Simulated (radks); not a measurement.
The nuclear charge of neutral lutetium is varied continuously with 71 electrons held in [Xe] 4f14 5d1 6s2. Calculated with a radial shooting solver on a logarithmic mesh with Libxc functionals: scalar-relativistic Kohn-Sham, PBE, spin-polarised, spherical densities, finite nucleus; open shells are filled with parallel spins first (spin-orbit coupling, left out, can overturn this in heavy ions); Fermi nuclear charge, rms radius 5.37 fm. By the Hellmann-Feynman theorem dE/dZ = E(electron-nucleus)/Z, the electronic potential at the nucleus (averaged over a nucleus of fixed radius). The scalar-relativistic energy here is not variational (the density holds large components alone), so the two differ by a part that grows with Z.

| Z | E (hartree) | E(electron-nucleus)/Z (hartree) | HOMO | e(HOMO) (eV) | <r> HOMO (bohr) |
|---|---|---|---|---|---|
| 70.8 | -14459.9089 | -503.178 | 5d | -0.637 | 3.270 |
| 71 | -14561.4752 | -505.346 | 5d | -1.951 | 2.890 |
| 71.2 | -14663.4823 | -507.511 | 5d | -3.472 | 2.654 |
| 71.4 | -14765.9297 | -509.674 | 5d | -5.155 | 2.485 |
| 71.6 | -14868.8173 | -511.836 | 5d | -6.977 | 2.354 |
| 71.8 | -14972.1451 | -513.998 | 5d | -8.921 | 2.248 |
| 72 | -15075.9132 | -516.161 | 5d | -10.976 | 2.159 |

The central difference of E at Z = 71 is -508.933 hartree, to compare with the third column; the second derivative is -11 hartree.
